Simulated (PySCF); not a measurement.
C3H9NSi, SMILES NC/C=C/[SiH3].

Geometry optimised at B3LYP-D3(BJ)/def2-SVP. The structure was generated by enumeration; whether it is a known compound was not checked. One conformer was computed; it need not be the lowest.

Calculation: TDDFT-M06-2X/def2-SVPD run with PySCF.

Vertical excitations. The molecule is in vacuum.

Computed lowest excited states:
| state | energy (eV) | λ (nm) | f | main pairs |
|---|---|---|---|---|
| S1 | 5.92 | 209 | 0.067 | HOMO→LUMO 76 %, HOMO−1→LUMO 14 % |
| S2 | 6.68 | 186 | 0.027 | HOMO→LUMO+1 41 %, HOMO→LUMO+2 27 %, HOMO→LUMO+3 8 % |
| S3 | 6.92 | 179 | 0.457 | HOMO−1→LUMO 61 %, HOMO→LUMO 19 % |
| S4 | 7.28 | 170 | 0.021 | HOMO−1→LUMO+1 37 %, HOMO→LUMO+1 20 %, HOMO→LUMO+3 20 % |
| S5 | 7.47 | 166 | 0.048 | HOMO−2→LUMO 62 %, HOMO−1→LUMO 16 % |
| S6 | 7.61 | 163 | 0.021 | HOMO→LUMO+4 46 %, HOMO→LUMO+3 29 %, HOMO−1→LUMO+1 9 % |
| S7 | 7.84 | 158 | 0.011 | HOMO→LUMO+2 29 %, HOMO→LUMO+1 15 %, HOMO−1→LUMO+1 13 %, HOMO→LUMO+4 12 % |
| S8 | 7.93 | 156 | 0.012 | HOMO→LUMO+7 43 %, HOMO→LUMO+5 13 %, HOMO→LUMO+6 7 % |
| S9 | 8.00 | 155 | 0.006 | HOMO−1→LUMO+3 37 %, HOMO→LUMO+7 10 %, HOMO→LUMO+5 9 %, HOMO→LUMO+1 7 % |
| S10 | 8.04 | 154 | 0.008 | HOMO−1→LUMO+1 18 %, HOMO−1→LUMO+2 15 %, HOMO→LUMO+5 15 %, HOMO→LUMO+4 15 % |
| T1 | 4.49 | 276 | 0 | HOMO−1→LUMO 47 %, HOMO→LUMO 42 % |
| T2 | 5.67 | 219 | 0 | HOMO→LUMO 46 %, HOMO−1→LUMO 41 %, HOMO−2→LUMO 7 % |
| T3 | 6.51 | 190 | 0 | HOMO→LUMO+1 33 %, HOMO→LUMO+2 24 %, HOMO−2→LUMO 11 %, HOMO→LUMO+3 10 % |
| T4 | 7.09 | 175 | 0 | HOMO−2→LUMO 56 %, HOMO→LUMO+1 20 % |
Triplets are in the Tamm–Dancoff approximation, which puts them higher than full response would, so one can lie above its singlet here.
